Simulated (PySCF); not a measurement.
PySCF job for ClH2Si, SMILES [SiH2]Cl (connectivity only; charge and spin as stated), charge +1, multiplicity 1, B3LYP-D3(BJ)/def2-TZVP. 

```python
import numpy as np
from pyscf import gto, scf, dft
from pyscf.geomopt import geometric_solver

mol = gto.M(
    atom='''
    Si    0.00000000   -0.00000000   -0.94314578
    Cl   -0.00000000   -0.00000000    0.98145642
    H    -0.00000000   -1.22014121   -1.74035913
    H    -0.00000000    1.22014122   -1.74035912
    ''',
    basis='def2-TZVP',
    charge=1,
    spin=0,
    max_memory=1600,
    verbose=3,
)
mf = dft.RKS(mol, xc='b3lyp').density_fit(auxbasis='def2-universal-jkfit')
mf.disp = 'd3bj'
mf.grids.level = 3
mf.conv_tol = 1e-9
mf.max_cycle = 100
mf.kernel()
grad = mf.nuc_grad_method()
grad.grid_response = mol.nao <= 150
conv, mol_eq = geometric_solver.kernel(grad, convergence_set='GAU_TIGHT', maxsteps=100)
print(mol_eq.tostring(format='xyz'))
mf.reset(mol_eq)
mf.kernel()
```

Program output:

```
converged SCF energy = -750.656776915512
[banner and settings of the optimiser left out]
Geometry optimization cycle 1
Cartesian coordinates (Angstrom)
 Atom        New coordinates             dX        dY        dZ
  Si   0.000000   0.000000  -0.943146    0.000000  0.000000  0.000000
  Cl   0.000000   0.000000   0.981456    0.000000  0.000000  0.000000
   H   0.000000  -1.220141  -1.740359    0.000000  0.000000  0.000000
   H   0.000000   1.220141  -1.740359    0.000000  0.000000  0.000000

WARN: Mole.unit (angstrom) is changed to Bohr

converged SCF energy = -750.656776915462
--------------- DFRKS_Scanner gradients ---------------
         x                y                z
0 Si    -0.0000000000    -0.0000000015     0.0225897755
1 Cl    -0.0000000000     0.0000000002    -0.0135135389
2 H    -0.0000000000     0.0073972216    -0.0045381181
3 H     0.0000000000    -0.0073972204    -0.0045381185
----------------------------------------------
cycle 1: E = -750.656776915  dE = -750.657  norm(grad) = 0.0290438
Step    0 : Gradient = 1.452e-02/2.259e-02 (rms/max) Energy = -750.6567769155
Hessian Eigenvalues: 4.50000e-02 5.00000e-02 5.00000e-02 ... 1.88778e-01 1.88778e-01 4.48957e-01

Geometry optimization cycle 2
Cartesian coordinates (Angstrom)
 Atom        New coordinates             dX        dY        dZ
  Si   0.000000   0.028931  -0.986484    0.000000  0.028931 -0.043338
  Cl   0.000000  -0.043262   0.952703    0.000000 -0.043262 -0.028754
   H   0.000000  -1.272468  -1.665512    0.000000 -0.052327  0.074847
   H   0.000000   1.286799  -1.743114    0.000000  0.066658 -0.002755
converged SCF energy = -750.658391916442
--------------- DFRKS_Scanner gradients ---------------
         x                y                z
0 Si     0.0000000000     0.0061034795     0.0099826617
1 Cl     0.0000000000    -0.0034162346    -0.0070544769
2 H    -0.0000000000    -0.0011866451     0.0005887613
3 H    -0.0000000000    -0.0015005998    -0.0035169462
----------------------------------------------
cycle 2: E = -750.658391916  dE = -0.001615  norm(grad) = 0.0146533
Step    1 : Displace = 6.746e-02/9.133e-02 (rms/max) Trust = 1.000e-01 (=) Grad = 7.327e-03/1.170e-02 (rms/max) E (change) = -750.6583919164 (-1.615e-03) Quality = 0.931
Hessian Eigenvalues: 4.50000e-02 5.00000e-02 5.00000e-02 ... 1.88774e-01 2.93677e-01 4.16059e-01

Geometry optimization cycle 3
Cartesian coordinates (Angstrom)
 Atom        New coordinates             dX        dY        dZ
  Si  -0.000000   0.000582  -0.998116   -0.000000 -0.028349 -0.011632
  Cl  -0.000000  -0.001204   0.955322   -0.000000  0.042058  0.002619
   H   0.000000  -1.290939  -1.698608   -0.000000 -0.018470 -0.033096
   H   0.000000   1.291560  -1.701005    0.000000  0.004762  0.042110
converged SCF energy = -750.658992432072
--------------- DFRKS_Scanner gradients ---------------
         x                y                z
0 Si     0.0000000000    -0.0000606291     0.0022664324
1 Cl     0.0000000000    -0.0000921507    -0.0003248197
2 H     0.0000000000    -0.0009288029    -0.0008583187
3 H     0.0000000000     0.0010815827    -0.0010832940
----------------------------------------------
cycle 3: E = -750.658992432  dE = -0.000600516  norm(grad) = 0.00303268
Step    2 : Displace = 3.855e-02/4.335e-02 (rms/max) Trust = 1.414e-01 (+) Grad = 1.516e-03/2.267e-03 (rms/max) E (change) = -750.6589924321 (-6.005e-04) Quality = 1.042
Hessian Eigenvalues: 4.50000e-02 5.00000e-02 5.00000e-02 ... 1.91321e-01 3.01422e-01 4.15528e-01

Geometry optimization cycle 4
Cartesian coordinates (Angstrom)
 Atom        New coordinates             dX        dY        dZ
  Si  -0.000000  -0.000030  -1.001903   -0.000000 -0.000612 -0.003786
  Cl  -0.000000   0.000077   0.952664   -0.000000  0.001281 -0.002657
   H  -0.000000  -1.290773  -1.696609   -0.000000  0.000166  0.001999
   H  -0.000000   1.290725  -1.696560   -0.000000 -0.000835  0.004445
converged SCF energy = -750.659006973632
--------------- DFRKS_Scanner gradients ---------------
         x                y                z
0 Si    -0.0000000000    -0.0000024306    -0.0000940022
1 Cl     0.0000000000     0.0000038778     0.0001217981
2 H     0.0000000000     0.0000439995    -0.0000172142
3 H     0.0000000000    -0.0000454467    -0.0000105817
----------------------------------------------
cycle 4: E = -750.659006974  dE = -1.45416e-05  norm(grad) = 0.000167636
Step    3 : Displace = 3.460e-03/4.496e-03 (rms/max) Trust = 2.000e-01 (+) Grad = 8.382e-05/1.219e-04 (rms/max) E (change) = -750.6590069736 (-1.454e-05) Quality = 1.002
Hessian Eigenvalues: 4.50000e-02 5.00000e-02 5.00000e-02 ... 1.97028e-01 3.00294e-01 4.17890e-01

Geometry optimization cycle 5
Cartesian coordinates (Angstrom)
 Atom        New coordinates             dX        dY        dZ
  Si  -0.000000   0.000010  -1.002037    0.000000  0.000040 -0.000134
  Cl  -0.000000   0.000009   0.952412   -0.000000 -0.000068 -0.000253
   H  -0.000000  -1.291023  -1.696353   -0.000000 -0.000250  0.000256
   H  -0.000000   1.291003  -1.696429   -0.000000  0.000278  0.000131
converged SCF energy = -750.659007029849
--------------- DFRKS_Scanner gradients ---------------
         x                y                z
0 Si     0.0000000000     0.0000022081    -0.0000426053
1 Cl    -0.0000000000    -0.0000015786     0.0000514001
2 H    -0.0000000000     0.0000052333    -0.0000033672
3 H    -0.0000000000    -0.0000058628    -0.0000054277
----------------------------------------------
cycle 5: E = -750.65900703  dE = -5.62173e-08  norm(grad) = 6.75804e-05
Step    4 : Displace = 2.786e-04/3.560e-04 (rms/max) Trust = 2.828e-01 (+) Grad = 3.379e-05/5.142e-05 (rms/max) E (change) = -750.6590070298 (-5.622e-08) Quality = 1.241
Hessian Eigenvalues: 4.50000e-02 5.00000e-02 5.00000e-02 ... 1.98122e-01 2.93162e-01 3.36559e-01

Geometry optimization cycle 6
Cartesian coordinates (Angstrom)
 Atom        New coordinates             dX        dY        dZ
  Si  -0.000000   0.000005  -1.002057   -0.000000 -0.000006 -0.000019
  Cl   0.000000   0.000018   0.952308    0.000000  0.000009 -0.000103
   H   0.000000  -1.291079  -1.696300    0.000000 -0.000056  0.000053
   H   0.000000   1.291056  -1.696359    0.000000  0.000053  0.000070
converged SCF energy = -750.659007035573
--------------- DFRKS_Scanner gradients ---------------
         x                y                z
0 Si    -0.0000000000     0.0000016086    -0.0000061015
1 Cl     0.0000000000    -0.0000008693     0.0000057658
2 H     0.0000000000    -0.0000011805     0.0000006273
3 H     0.0000000000     0.0000004413    -0.0000002915
----------------------------------------------
cycle 6: E = -750.659007036  dE = -5.72322e-09  norm(grad) = 8.71105e-06
Step    5 : Displace = 7.881e-05/1.038e-04 (rms/max) Trust = 3.000e-01 (+) Grad = 4.356e-06/6.310e-06 (rms/max) E (change) = -750.6590070356 (-5.723e-09) Quality = 1.067
Hessian Eigenvalues: 4.50000e-02 5.00000e-02 5.00000e-02 ... 1.98467e-01 2.81177e-01 3.18663e-01

Geometry optimization cycle 7
Cartesian coordinates (Angstrom)
 Atom        New coordinates             dX        dY        dZ
  Si   0.000000  -0.000001  -1.002050    0.000000 -0.000006  0.000006
  Cl   0.000000   0.000027   0.952304   -0.000000  0.000009 -0.000005
   H  -0.000000  -1.291076  -1.696309   -0.000000  0.000003 -0.000009
   H  -0.000000   1.291050  -1.696352   -0.000000 -0.000006  0.000007
converged SCF energy = -750.659007035661
--------------- DFRKS_Scanner gradients ---------------
         x                y                z
0 Si     0.0000000000     0.0000002632    -0.0000007429
1 Cl    -0.0000000000    -0.0000001259     0.0000010686
2 H    -0.0000000000    -0.0000007124    -0.0000001023
3 H    -0.0000000000     0.0000005752    -0.0000002234
----------------------------------------------
cycle 7: E = -750.659007036  dE = -8.81073e-11  norm(grad) = 1.63642e-06
Step    6 : Displace = 9.440e-06/1.034e-05 (rms/max) Trust = 3.000e-01 (=) Grad = 8.182e-07/1.076e-06 (rms/max) E (change) = -750.6590070357 (-8.811e-11) Quality = 0.964
Hessian Eigenvalues: 4.50000e-02 5.00000e-02 5.00000e-02 ... 1.98467e-01 2.81177e-01 3.18663e-01
Converged! =D

4
XYZ from PySCF
Si          0.00000000       -0.00000141       -1.00205045
Cl          0.00000000        0.00002725        0.95230358
H          -0.00000000       -1.29107556       -1.69630879
H          -0.00000000        1.29104974       -1.69635195
converged SCF energy = -750.659007035676
```

Self-consistency was reached.
